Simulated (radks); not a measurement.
Values are calculated unless marked as measured or tabulated.
Effect of the nuclear size on the chlorine ion Cl+, [Ne] 3s2 3p4. Level of theory: Dirac Kohn-Sham, BLYP, spin-unpolarised, spherical densities, finite nucleus; open shells fill j = l - 1/2 first; Fermi nuclear charge, rms radius 3.3654 fm (a radial shooting solver on a logarithmic mesh with Libxc functionals). The rms radius is varied about that value; shifts are against it.

| rms radius (fm) | total energy shift (eV) | density at nucleus (e/bohr^3) | 1s1/2 shift (meV) | 2s1/2 shift (meV) |
|---|---|---|---|---|
| 2.7798 | -0.00447 | 3610 | -1.88 | -0.137 |
| 3.2442 | -0.000993 | 3599 | -0.417 | -0.030 |
| 3.3654 | 0 | 3597 | 0.000 | 0.000 |
| 3.6178 | 0.00218 | 3592 | 0.917 | 0.067 |
| 4.025 | 0.00603 | 3585 | 2.53 | 0.185 |

Slopes of the eigenvalues against <r^2> in GHz/fm^2, as finite differences over the two radii next to the reference (eigenvalue slopes, not the field-shift constants of lines): 1s1/2 126, 2s1/2 9.17.
